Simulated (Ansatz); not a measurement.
Geometry optimisation, RKS B3LYP-D4/STO-3G in Ansatz 0.2.0.

Input file:

```yaml
crystal:
  periodic: [false, false, false]
  atoms:
    - { symbol: B, position_ang: [-0.0989, 1.7243, 1.0631] }
    - { symbol: Si, position_ang: [-0.7373, -0.0651, 0.7913] }
    - { symbol: F, position_ang: [-0.089, -1.0421, 1.9706] }
    - { symbol: C, position_ang: [-0.1256, -0.6566, -0.9009] }
    - { symbol: "N", position_ang: [1.2554, -0.6357, -1.0253] }
    - { symbol: H, position_ang: [1.0032, 2.0469, 1.006] }
    - { symbol: H, position_ang: [-0.9148, 2.6237, 1.2483] }
    - { symbol: H, position_ang: [-2.1611, -0.1028, 0.8806] }
    - { symbol: H, position_ang: [-0.6466, 0.0121, -1.6244] }
    - { symbol: H, position_ang: [-0.5681, -1.7028, -1.0272] }
    - { symbol: H, position_ang: [1.6373, -1.38, -0.375] }
    - { symbol: H, position_ang: [1.5226, -0.8771, -1.9732] }
basis:
  gaussian: { orbitals: STO-3G }
hamiltonian:
  xc: b3lyp
  dispersion: d4
relax:
  f_tol: 0.02
  max_steps: 40
scf:
  lower_state_search: "off"
output:
  orbitals: {}
```

Command:

```bash
$ ansatz run input.yaml --threads 1 --pin off --max-ram 2048MiB --backend cpu --events-out ev --progress --plain --runs-dir out
```

Task: Where does it end, and by what steps?

Result: The forces met the threshold. Limits of this set-up: minimal basis. After 28 steps the energy has fallen by 2.506 eV; H12 moved furthest, 1.63 Å. Joined: B1–N5.

```csv
step,energy less start (eV),largest force component (eV/Å),accepted
0,0.0000,5.974,yes
1,-0.4907,1.785,yes
2,-0.5560,0.609,yes
3,-0.6001,0.267,yes
4,-0.6113,0.173,yes
5,-0.6216,0.174,yes
6,-0.6416,0.140,yes
7,-0.6398,0.594,no
8,-0.6496,0.154,yes
9,-0.6502,0.392,yes
10,-0.6622,0.395,yes
11,-0.6745,0.598,yes
12,-0.6928,0.572,yes
13,-0.7576,0.468,yes
14,-0.9463,0.829,yes
15,-1.3363,1.252,yes
16,-1.8476,1.324,yes
17,-2.2748,1.232,yes
18,-2.4096,0.650,yes
19,-2.4315,1.018,yes
20,-2.4157,1.917,no
21,-2.4999,0.145,yes
22,-2.5020,0.071,yes
23,-2.5037,0.062,yes
24,-2.5047,0.046,yes
25,-2.5052,0.047,yes
26,-2.5054,0.042,yes
27,-2.5055,0.029,yes
28,-2.5056,0.015,yes
```

```xyz
12
Properties=species:S:1:pos:R:3
B 0.473 1.135 0.557
Si -0.987 -0.137 0.980
F -0.887 -1.239 2.202
C -0.325 -0.924 -0.651
N 0.841 0.121 -0.732
H 1.405 1.181 1.263
H 0.143 2.168 0.116
H -2.406 0.147 0.805
H -0.944 -0.804 -1.555
H 0.110 -1.939 -0.654
H 1.774 -0.359 -0.620
H 0.881 0.593 -1.675
```

Whether the end is a true minimum wasn't checked by a vibrational analysis.

The run took 77 s on 1 thread of Arm Neoverse V1, with other jobs on the host, peak memory 0.16 GiB.
